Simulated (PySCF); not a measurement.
**Structure elucidation problem**

An unknown has the formula C₅H₁₀OSi₃. Its calculated NMR data are:

¹H NMR (600 MHz, computed): δ 5.62 (m, 1H), 5.17 (s, 3H), 4.75 (m, 1H), 2.18 (d, 1H), 2.04 (d, 1H), 0.25 (d, 3H).

¹³C{¹H} NMR (computed): δ 105.9 (CH), 104.8 (CH), 90.4 (C), 87.9 (C), -5.8 (CH3).

Rapidly exchanging positions averaged, one conformer, no solvent, non-relativistic. Geometry: GFN2-xTB; GIAO PBE0/pcSseg-1 shieldings; PySCF 2.14.

Shifts are taken against calculated references (same method and geometry level): ¹H (σref 31.72) and ¹³C (σref 186.93) vs TMS.

Q: Which of these isomers gave the spectra?
A. C#C[Si@@H](O[SiH3])[SiH2]C#CC
B. CC#C[Si@@H]1C=C[SiH2]O[SiH2]1
C. C#C[Si@@H](C)[Si@H](C#C)O[SiH3]

A: C. 

1. Rings plus π bonds: 4 (no ring in the answer).
2. 5 carbon signals for 5 carbons: no two carbons are equivalent.
3. Carbon types of the structure: 2 × C, 2 × CH, 1 × CH3, leaving 5 H on heteroatoms.
4. δC 105.9, 104.8: terminal alkyne carbon.
5. δC 90.4, 87.9: alkyne carbon; the triple bond shields along its axis, which puts it between sp3 and sp2 carbons.
6. δC -5.8: methyl carbon bonded to Si; an electropositive neighbour leaves it electron-rich and shielded.
7. δH 2.18, 2.04: hydrogen on a terminal alkyne carbon; it lies on the axis of the triple bond, in its shielding cone.
8. δH 0.25: hydrogen on a methyl carbon bonded to Si; an electropositive neighbour shields it, as in TMS itself.

The others: C#C[Si@@H](O[SiH3])[SiH2]C#CC has carbons computed at 117.5, 104.8, 90.6, 77.1, 6.4, with a different DEPT pattern; CC#C[Si@@H]1C=C[SiH2]O[SiH2]1 would give 8 signals for carbon-bound and other non-exchanging H, not 6.

Shifts are as computed. Against solution values, carbons near 30 ppm lie about +3 ppm off and those near 130 ppm about +5 ppm. Of 1211 compounds with measured shifts, 218 miss one by over three times the rms of a fit or turn the order of signals round; such compounds aren't used in these exercises. No couplings were computed; multiplicities are counted from neighbouring protons, with m where these are inequivalent, close in shift, in a saturated or five-membered ring or joined by F or P, and br s for small geminal =CH2 splittings.
